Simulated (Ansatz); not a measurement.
System: C4H13NSi, charge 0, multiplicity 1. 
Geometry from a B3LYP-D3(BJ)/def2-TZVP (Ansatz, a program for electronic structure) optimisation:
```xyz
19

N     -3.6467    -0.5573     0.1283
C     -2.4557     0.1824    -0.2935
C     -1.1919    -0.4905     0.2243
C      0.0841     0.2610    -0.1485
C      1.3582    -0.4183     0.3676
Si     2.9409     0.4953    -0.0747
H     -4.4905    -0.0925    -0.1851
H     -3.6504    -1.4845    -0.2827
H     -2.5242     1.1901     0.1263
H     -2.3764     0.3014    -1.3852
H     -1.1377    -1.5106    -0.1741
H     -1.2656    -0.5869     1.3110
H      0.0272     1.2805     0.2474
H      0.1393     0.3634    -1.2374
H      1.4248    -1.4370    -0.0287
H      1.3106    -0.5213     1.4567
H      3.0767     0.6088    -1.5487
H      4.1299    -0.2179     0.4537
H      2.9225     1.8663     0.4940
```
Charge 0, spin multiplicity 1.

Wanted: atomisation energy (electronic, to ground-state atoms), in kcal/mol. Cores are frozen in the correlated levels unless marked. Open shells are spin-unrestricted. Spin-orbit coupling is left out. Non-relativistic. The coupled-cluster limit lacks core correlation, which all-electron functionals hold. Basis-set limits of correlation are two-point, X^-3; Hartree-Fock from the larger set. The bracket is a focal-point correction in the basis named.

```tsv
level	program	atomisation energy (kcal/mol)
SVWN5/def2-TZVPD	Ansatz	1890.5
BLYP-D4/def2-TZVPD	Ansatz + dftd4	1665.1
B97M-V/def2-TZVPD	Ansatz	1672.7
PBE0-D3(BJ)/def2-TZVP	Ansatz + dftd3	1677.8
PBE0-D4/def2-TZVP	Ansatz + dftd4	1677.0
CAM-B3LYP-D3(BJ)/def2-TZVPD	Ansatz + dftd3	1682.7
MP2/aug-cc-pV(T+d)Z	Ansatz	1651.8
RI-MP2/cc-pV(Q+d)Z	Ansatz	1667.4
CCSD/STO-3G	Ansatz	1757.4
RI-MP2/CBS(aug-cc-pV(T+d)Z,aug-cc-pV(Q+d)Z)+[CCSD(T)-MP2]/aug-cc-pV(T+d)Z	Ansatz	1675.8
```
